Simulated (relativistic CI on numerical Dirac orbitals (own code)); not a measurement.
## How well does a small relativistic CI reproduce Mo⁵⁺?

Computed by Dirac-Coulomb-Breit CI, KLI orbitals optimised for each configuration, model QED (radiative potential, 1s self-energy scaled to tabulated hydrogen-like ionisation energies), valence Slater integrals scaled by 0.9, configuration energies shifted to the measured levels that pair with them (semi-empirical) (own radial code, finite nucleus).

Configurations in the expansion (outside the closed core [Ar] 3d10): 4s²4p⁶4d, 4s²4p⁶5s, 4s²4p⁶5p, 4s²4p⁶4f, 4s²4p⁶6s, 4s²4p⁶5f, 4s²4p⁶5g, 4s²4p⁶7s, 4s²4p⁵4d², 4s²4p⁵4d5s, 4s²4p⁶6g, 4s²4p⁶8s, 4s²4p⁶8p, 4s²4p⁶5d, 4s²4p⁴4d³, 4s²4p⁶6p, 4s4p⁶4d², 4s²4p⁵4d4f, 4s²4p⁶6d, 4s²4p⁵4d5p, 4s4p⁶4d4f, 4p⁶4d³, 4s²4p⁴4d4f², 4s²4p⁵4d5d, 4s²4p⁵5s², 4s²4p⁵4d6s. Levels of other configurations are missing.

```csv
Configuration,Term (tabulated),J,Measured (cm⁻¹),Computed,Error,Purity (%)
4s²4p⁶4d,2D,3/2,0.0,0,0,98
4s²4p⁶4d,2D,5/2,2584.3,2505,-80,98
4s²4p⁶5s,2S,1/2,119727.3,119729,2,99
4s²4p⁶5p,2P°,1/2,182405.5,182771,366,99
4s²4p⁶5p,2P°,3/2,187882.8,187520,-363,99
4s²4p⁶4f,2F°,5/2,267048.8,267050,1,86
4s²4p⁶4f,2F°,7/2,267458.4,267461,3,87
4s²4p⁶6s,2S,1/2,313809.1,313809,0,100
4s²4p⁶5f,2F°,5/2,365106.6,365678,571,63
4s²4p⁶5f,2F°,7/2,368206.3,367697,-510,73
4s²4p⁶5g,2G,7/2,395184.6,395184,-1,100
4s²4p⁶5g,2G,9/2,395186.7,395188,1,100
4s²4p⁶7s,2S,1/2,400769.5,400770,0,100
4s²4p⁵4d5s,4P°,5/2,426490.0,426039,-451,89
4s²4p⁶6g,2G,7/2,443941.0,443940,-1,100
4s²4p⁶6g,2G,9/2,443943.7,443945,1,100
4s²4p⁶8s,2S,1/2,447738.6,447739,0,100
4s²4p⁵4d5s,4D°,7/2,448050.0,448426,376,67
4s²4p⁵4d5s,4D°,1/2,454863.0,455650,787,58
4s²4p⁶8p,2P°,1/2,456491.0,457016,525,61
4s²4p⁶8p,2P°,3/2,456712.0,457238,526,69
```

Measured levels from Sugar and Musgrove, J. Phys. Chem. Ref. Data 17, 155 (1988); pairs were made by configuration, J and term (by order where the table uses no LS term), so strongly mixed levels may be paired wrongly.

Mean error by configuration (cm⁻¹): 4s²4p⁶4d -80; 4s²4p⁶5s 2; 4s²4p⁶5p 2; 4s²4p⁶4f 2; 4s²4p⁶6s 0; 4s²4p⁶5f 31; 4s²4p⁶5g 0; 4s²4p⁶7s 0; 4s²4p⁵4d5s 238; 4s²4p⁶6g 0; 4s²4p⁶8s 0; 4s²4p⁶8p 525. Over the excited levels the mean absolute error is 228 cm⁻¹ (20 of the 23 excited levels that our extract of the source holds in range could be paired, and the others can miss by more), and the median relative error of those above 1,000 cm⁻¹ is 0.043 %, both after the shifts were fitted to these levels, so that a configuration with one level shows no error.

Configurations whose levels could be paired with our table of measured levels were shifted onto them, all but the ground configuration, by the median error of their levels; single terms can still be off by 1,000 to 2,000 cm⁻¹ or more, and rates follow the energies as ν³ (E1, M1) or ν⁵ (E2). The others borrow a shift and can be off by several thousand cm⁻¹ or more. 20 of the 23 excited levels that our extract of the measured tables holds in this range could be paired (the sources list more); they are missed by 228 cm⁻¹ on average and 787 at most, after the shifts were fitted to these levels, and levels without a partner can miss by more.

Shifts applied (cm⁻¹): 4s²4p⁶4d 0; 4s²4p⁶5s -21182; 4s²4p⁶5p -20952; 4s²4p⁶4f -28319; 4s²4p⁶6s -21444; 4s²4p⁶5f -26363; 4s²4p⁶5g -22706; 4s²4p⁶7s -20635; 4s²4p⁵4d5s -26468; 4s²4p⁶6g -22406; 4s²4p⁶8s -20488; 4s²4p⁶8p -20081.
